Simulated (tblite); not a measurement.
Compound: C₆H₁₀OP (charge +1).
Bonds: C1–C2, C2–P3, P3–C4, C4–C5 (aromatic), C5–C6 (aromatic), C6–O7 (aromatic), O7–C8 (aromatic), C4–C8 (aromatic). Hydrogens: H9, H10, H11 on C1; H12, H13 on C2; H14, H15 on P3; H16 on C5; H17 on C6; H18 on C8.
Bond orders are those of one Lewis drawing.

Computed with GFN2-xTB (tblite), gas phase: L-BFGS steps from a force-field or distance-geometry start until the largest atomic force falls under 0.01 eV/Å.

Step 21: E = -655.3479 eV
```
atom  x, y, z in Å  |  force x, y, z in eV/Å
C1      2.1973    0.1051    0.9440   -0.010  -0.028   0.063
C2      1.9074   -0.6910   -0.3282   -0.176  -0.038  -0.139
P3      0.5292    0.0516   -1.2508   -0.134   0.031  -0.052
C4     -1.0034    0.1989   -0.3694    0.019  -0.012   0.021
C5     -1.7596   -0.8361    0.2650    0.019  -0.004  -0.008
C6     -2.8740   -0.2217    0.7462    0.041  -0.046  -0.013
O7     -2.8545    1.0869    0.4608    0.037  -0.051  -0.015
C8     -1.7482    1.3521   -0.2058    0.019   0.007  -0.007
H9      1.9013    1.1493    0.8466    0.102   0.028  -0.008
H10     1.6550   -0.3223    1.7809   -0.039   0.067   0.098
H11     3.2573    0.0630    1.1741    0.002   0.034   0.044
H12     2.7705   -0.7413   -0.9992   -0.005   0.073  -0.010
H13     1.6203   -1.7174   -0.0862    0.047  -0.110  -0.008
H14     0.3221   -0.6595   -2.4123    0.007  -0.077  -0.020
H15     0.8660    1.3118   -1.6815    0.046   0.038   0.053
H16    -1.5077   -1.8747    0.3439   -0.001   0.043  -0.009
H17    -3.7188   -0.6114    1.2820    0.032   0.051  -0.006
H18    -1.5689    2.3629   -0.5216   -0.007  -0.006   0.017
```

Step 22: E = -655.3521 eV
```
atom  x, y, z in Å  |  force x, y, z in eV/Å
C1      2.1882    0.1067    0.9430   -0.020   0.002   0.110
C2      1.9096   -0.6829   -0.3345   -0.128  -0.080  -0.100
P3      0.5311    0.0533   -1.2536   -0.164   0.067  -0.133
C4     -0.9937    0.1982   -0.3624   -0.022   0.024   0.020
C5     -1.7509   -0.8362    0.2694    0.044  -0.031  -0.016
C6     -2.8661   -0.2230    0.7483    0.034  -0.098   0.007
O7     -2.8483    1.0853    0.4657    0.037  -0.079  -0.012
C8     -1.7410    1.3497   -0.1989    0.014   0.023  -0.004
H9      1.9378    1.1616    0.8242    0.153   0.002   0.013
H10     1.5912   -0.2871    1.7629    0.033   0.079   0.030
H11     3.2390    0.0168    1.2109   -0.097   0.058   0.040
H12     2.7779   -0.7380   -0.9977   -0.001   0.106  -0.021
H13     1.6196   -1.7078   -0.0960    0.037  -0.178   0.012
H14     0.3135   -0.6626   -2.4100    0.014  -0.094  -0.019
H15     0.8541    1.3111   -1.7014    0.062   0.046   0.074
H16    -1.4996   -1.8742    0.3497    0.005   0.021  -0.011
H17    -3.7066   -0.6250    1.2794   -0.019   0.079   0.021
H18    -1.5644    2.3603   -0.5106    0.018   0.052  -0.010
```

**Question.** Estimate the geometry and energy of step 23. (The exact step hangs on the optimiser's Hessian estimate; all steps are aligned on step 22, rigid shifts and turns removed.)

**Answer.** E = -655.3568 eV, largest force 0.220 eV/Å
```
atom  x, y, z in Å  |  force x, y, z in eV/Å
C1      2.1816    0.1058    0.9444   -0.060   0.032   0.030
C2      1.9050   -0.6791   -0.3389   -0.033  -0.096  -0.005
P3      0.5288    0.0540   -1.2565   -0.122   0.064  -0.171
C4     -0.9876    0.1977   -0.3582   -0.060   0.057   0.005
C5     -1.7451   -0.8360    0.2710    0.059  -0.051  -0.017
C6     -2.8598   -0.2233    0.7483    0.013  -0.123   0.030
O7     -2.8438    1.0844    0.4675    0.024  -0.086  -0.001
C8     -1.7362    1.3479   -0.1958    0.003   0.038   0.003
H9      1.9617    1.1655    0.8127    0.162   0.027   0.015
H10     1.5574   -0.2595    1.7569    0.038   0.029   0.015
H11     3.2247   -0.0097    1.2294   -0.086   0.047   0.050
H12     2.7778   -0.7304   -0.9967   -0.004   0.118  -0.027
H13     1.6214   -1.7062   -0.1049    0.015  -0.196   0.026
H14     0.3091   -0.6673   -2.4086    0.011  -0.091  -0.026
H15     0.8490    1.3103   -1.7083    0.065   0.060   0.067
H16    -1.4952   -1.8729    0.3529    0.019  -0.023  -0.012
H17    -3.6958   -0.6329    1.2772   -0.087   0.082   0.056
H18    -1.5615    2.3581   -0.5039    0.041   0.111  -0.038
```

The energy changes by -0.0048 eV. The first-order estimate −F·Δx gives -0.0064 eV and the mean of the old and new forces, exact on a quadratic surface, -0.0048 eV. The step makes an angle of 79° with the force vector and moves no atom by more than 0.044 Å.
